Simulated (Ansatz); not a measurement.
```yaml
crystal:
  periodic: [false, false, false]
  atoms:
    - {symbol: C, position_ang: [0.016184, 2.228393, 0.372690]}
    - {symbol: O, position_ang: [0.028874, 1.142015, -0.579308]}
    - {symbol: Al, position_ang: [0.620436, -0.659036, 0.044726]}
    - {symbol: C, position_ang: [0.340364, -1.617822, -1.611934]}
    - {symbol: C, position_ang: [-0.638236, -0.977877, 1.464301]}
    - {symbol: H, position_ang: [-0.785134, 2.150914, 0.933488]}
    - {symbol: H, position_ang: [0.985550, 2.232592, 0.840255]}
    - {symbol: H, position_ang: [-0.000278, 3.206920, -0.263504]}
    - {symbol: H, position_ang: [-0.750505, 1.131009, -1.140874]}
    - {symbol: H, position_ang: [2.088040, -0.188488, 0.423035]}
    - {symbol: H, position_ang: [-0.690564, -1.606183, -1.981204]}
    - {symbol: H, position_ang: [0.659974, -2.710007, -1.483404]}
    - {symbol: H, position_ang: [0.950873, -1.250547, -2.443990]}
    - {symbol: H, position_ang: [-0.558693, -0.264461, 2.313176]}
    - {symbol: H, position_ang: [-0.445960, -2.010543, 1.920116]}
    - {symbol: H, position_ang: [-1.707933, -0.942904, 1.156474]}
basis:
  gaussian: {orbitals: def2-SVP}
total_charge: 1
magnetization: {spin_polarized: true, initial_magnetization: 5}
hamiltonian: {xc: {name: PBE-QIDH}}
output: {forces: true}
```

```sh
$ ansatz run in.yaml --threads 4 --pin off --events-out ev --progress --plain --max-ram 11315MiB
```

Shortened log:

```
Functional definition: PBE-QIDH
1298 factors; integrals over basis functions are off by at most 1.5e-3 eV
mean field evaluation 1: about -11873.4252 eV, gradient 3.8e1 eV
mean field evaluation 2: about -11873.4313 eV, gradient 3.8e1 eV
mean field evaluation 4: about -11881.7121 eV, gradient 5.4e0 eV
mean field evaluation 8: about -11882.6957 eV, gradient 7.6e-1 eV
mean field evaluation 16: about -11882.7430 eV, gradient 1.1e-1 eV
mean field evaluation 32: about -11882.8222 eV, gradient 2.8e-1 eV
mean field -11882.84118873 eV, -436.6863592068 hartree, gradient 2.8e-6 eV, S^2 8.759282; 10 other end points of the search recorded, 0 dependent functions left out
9 core orbitals not correlated: weight in the atoms' cores, before any rotation towards them, 1.000 or more for the frozen orbitals, at most 0.000 for the correlated occupied ones
reference -11882.84120543 eV, -436.6863598206 hartree; 18, 13 occupied and 102, 107 virtual orbitals, 1298 factors
second order -19.66897494 eV of doubles, -0.00000000 eV of singles
Total energy: -11889.39753041 eV, -436.9273003195 hartree
Atom 0 at     0.016184     2.228393     0.372690 Å, force     4.155573     2.925782    -4.958638 eV/Å
Atom 1 at     0.028874     1.142015    -0.579308 Å, force     1.304219    -1.445229     0.076979 eV/Å
Atom 2 at     0.620436    -0.659036     0.044726 Å, force     1.727654     0.405531     2.465624 eV/Å
Atom 3 at     0.340364    -1.617822    -1.611934 Å, force    -1.050333    -3.848665    -5.853818 eV/Å
Atom 4 at    -0.638236    -0.977877     1.464301 Å, force    -5.685554    -2.218088     5.696182 eV/Å
Atom 5 at    -0.785134     2.150914     0.933488 Å, force    -4.144909    -0.341052     3.559814 eV/Å
Atom 6 at     0.985550     2.232592     0.840255 Å, force     0.056076    -0.195169     0.760645 eV/Å
Atom 7 at    -0.000278     3.206920    -0.263504 Å, force    -0.289113    -1.735773     0.896627 eV/Å
Atom 8 at    -0.750505     1.131009    -1.140874 Å, force    -0.893164     0.288759    -0.665960 eV/Å
Atom 9 at     2.088040    -0.188488     0.423035 Å, force     3.624669     1.699690    -0.826796 eV/Å
Atom 10 at    -0.690564    -1.606183    -1.981204 Å, force    -0.640258     0.476544     0.614472 eV/Å
Atom 11 at     0.659974    -2.710007    -1.483404 Å, force    -0.157392     1.583814     1.327339 eV/Å
Atom 12 at     0.950873    -1.250547    -2.443990 Å, force     0.546945     1.047336     0.480736 eV/Å
Atom 13 at    -0.558693    -0.264461     2.313176 Å, force     0.821354     0.247815    -1.105546 eV/Å
Atom 14 at    -0.445960    -2.010543     1.920116 Å, force     0.985151     0.730270    -1.354039 eV/Å
Atom 15 at    -1.707933    -0.942904     1.156474 Å, force    -0.360918     0.378434    -1.113620 eV/Å
Dipole moment:    -0.403180     0.006488    -0.703364 e Å
```

Question: What is wrong with this run?

Answer: The spin is set far too high for this molecule. The run converged. The result belongs to that input, not to the molecule as meant.
